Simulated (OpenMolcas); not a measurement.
Os2+ among 6 point charges of -0.65 e arranged as an octahedron (Oh), 1.86 Å from the ion.
```
   1.8600    0.0000    0.0000  -0.65
   0.0000    1.8600    0.0000  -0.65
  -1.8600    0.0000    0.0000  -0.65
   0.0000   -1.8600    0.0000  -0.65
   0.0000    0.0000    1.8600  -0.65
   0.0000    0.0000   -1.8600  -0.65
```

- Program: OpenMolcas
- Method: CASSCF
- Basis: ANO-RCC-VDZP [7s6p4d2f1g]
- Scalar Hamiltonian: DKH2, point nucleus
- Active space: 6 electrons in 5 orbitals (5d)
- State averaging: 2S+1 = 5 even, 5 roots; 2S+1 = 3 even, 45 roots; 2S+1 = 1 even, 50 roots
- Spin-orbit coupling: RASSI with atomic mean-field integrals over the reference wave functions

(1) What is the spin-free ground state (labels of O, the rotations of Oh)?

(2) Where is the first state of the same spin?

(3) What are the lowest two levels with spin-orbit coupling?

(4) What is χT at 300 K, and how does it compare with the textbook value?

Results:

(1) 5T2, 3-fold in its orbital part, 100 % from free-ion D terms; it has the highest spin that d6 allows.

(2) 5E at 8400 cm-1 above the ground state.

(3) A 3-fold level T2, then a 2-fold level E 138.0 cm-1 above it. Their leading multiplicities are 5 (91 %) and 5 (81 %).

(4) The lowest level has 2S+1 = 5, for which the spin-only value is χT = S(S+1) / 2 = 3.000 cm3 K/mol (g = 2). The computed 4.310 at 300 K differs by +1.310, through orbital momentum, spin-orbit coupling and any other state in reach. With a threefold ground state the orbital momentum is unquenched, so the spin-only value is not expected to hold.

An orbital triplet at a regular site is open to Jahn-Teller coupling, which can distort the site and quench the lowest spin-orbit gaps and is left out. Without dynamic correlation the repulsion within the d shell is too large (B by tens of per cent), so at a given field states of lower spin stand too high. Point charges give a weaker field than real ligands, and real ions of this kind are as a rule low spin; the high spin found here belongs to the model. This is an electrostatic model: the charges have no orbitals. No measured value stands beside these numbers.
